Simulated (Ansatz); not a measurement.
A run for Ansatz (a quantum-chemistry and plane-wave program): R-CCSD(T)/def2-SVP on BrHPb (SMILES [Br][PbH]), a point of a bond scan (R = 1.861 Å). Elements past Kr take the def2 small-core potentials; no spin–orbit coupling. The run froze 23 orbitals, filled d shells among them.

Ansatz 0.2 input:
```yaml
crystal:
  periodic: [false, false, false]
  atoms:
    - {symbol: Pb, position_ang: [-0.44367559, -0.36613799, 0.53135789]}
    - {symbol: H, position_ang: [-1.64097566, -0.96491703, -0.76102759]}
    - {symbol: Br, position_ang: [1.08635354, 0.88537806, -1.22315198]}
basis:
  gaussian:
    orbitals: def2-SVP
    pivot_positions_ang: [[-0.44367559, -0.36613799, 0.53135789], [-1.64097566, -0.96491703, -0.76102759], [1.08635354, 0.88537806, -1.22315198]]
magnetization: {spin_polarized: false}
correlation: {method: ccsd_t, electrons: outside_noble_gas}
scf: {lower_state_search: off}
output: {orbitals: {seedname: ./end}}
```

The log:

```
WARN ansatz: RAYON_NUM_THREADS=1 ignored (pool sized by the plan → 1); use --threads N
Functional definition: HF
these checks for a lower state are left out or cut short: stability, starts, cluster_reference, orbital_swaps, neighbouring_geometries, increment
integrals: 0.04 GiB planned
739 factors; integrals over basis functions are off by at most 2.7e-4 eV
mean field: 0.18 GiB planned
mean field evaluation 1: about -75226.4518 eV, gradient 1.3e1 eV
mean field evaluation 2: about -75226.4780 eV, gradient 1.3e1 eV
mean field evaluation 4: about -75227.2585 eV, gradient 1.3e0 eV
mean field evaluation 8: about -75227.2674 eV, gradient 1.6e-4 eV
mean field -75227.26741267 eV, -2764.5510865424 hartree, gradient 4.9e-6 eV, S^2 0.000000; 0 other end points of the search recorded, 0 dependent functions left out
23 core orbitals not correlated
reference -75227.26741267 eV, -2764.5510865424 hartree; 6, 6 occupied and 34, 34 virtual orbitals, 739 factors
second order -4.89004661 eV of doubles, -0.00000000 eV of singles
coupled cluster: 0.09 GiB planned
cycle   1  -5.35728789 eV  change   -4.7e-1 eV  update   6.8e-2
cycle   2  -5.52992258 eV  change   -1.7e-1 eV  update   2.5e-2
cycle   3  -5.56781392 eV  change   -3.8e-2 eV  update   1.3e-2
cycle   4  -5.56499571 eV  change    2.8e-3 eV  update   4.2e-3
cycle   5  -5.56451458 eV  change    4.8e-4 eV  update   1.5e-3
cycle   6  -5.56456944 eV  change   -5.5e-5 eV  update   6.5e-4
cycle   7  -5.56451993 eV  change    5.0e-5 eV  update   2.3e-4
cycle   8  -5.56454509 eV  change   -2.5e-5 eV  update   6.3e-5
cycle   9  -5.56454202 eV  change    3.1e-6 eV  update   1.9e-5
cycle  10  -5.56453890 eV  change    3.1e-6 eV  update   5.7e-6
perturbative correction -0.13632188 eV, -0.0050097366 hartree
Total energy: -75232.96827345 eV, -2764.7605893118 hartree
Checks for a lower state left out: stability, starts, cluster_reference, orbital_swaps, neighbouring_geometries, increment
```

Self-consistency was reached.

Cost: roughly 2.5 core-seconds.
